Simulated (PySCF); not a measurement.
A GIAO shielding run with PySCF 2.14.0 with density-fitted response routines (density fitting, non-relativistic, gas phase) on `C#CC[Si@H](OC=C)C(F)(F)F`, C$_{6}$H$_{7}$F$_{3}$OSi:

```
$ OMP_NUM_THREADS=1 python probes_run.py task.json out

{"job": {"kind": "nmr", "xc": "PBE0", "basis": "pcSseg-1"}, "charge": 0, "multiplicity": 1}
C      3.404405     1.187419    -0.658508
C      2.255676     1.139576    -0.328622
C      0.866919     1.059138     0.070891
Si    -0.036898    -0.415466    -0.734688
O     -1.477615    -0.726868    -0.065209
C     -2.672221    -0.092472    -0.069279
C     -2.952700     1.014676    -0.728022
C      0.938222    -2.007930    -0.203064
F      0.253550    -3.153826    -0.381416
F      1.310588    -1.995697     1.092832
F      2.076844    -2.146885    -0.912271
H      4.413374     1.236267    -0.939114
H      0.828807     0.955646     1.161570
H      0.374138     2.001768    -0.180751
H     -0.046537    -0.397391    -2.194776
H     -3.396414    -0.610373     0.545986
H     -3.932516     1.449692    -0.679988
H     -2.216380     1.509043    -1.336746
```

Hardware: 1 thread of an Arm Neoverse N1, shared host. The job also computes population analyses, field gradients.

(1) How large is the calculation?

(2) How long does it take, and how much memory does it need?

Answers

(1) 92 electrons, 229 basis functions and 1209 auxiliary functions.

(2) 90 s of wall time, with 16 SCF cycles and 5 response iterations; peak memory 1 GiB. Times on a shared host scatter by some tens of per cent.
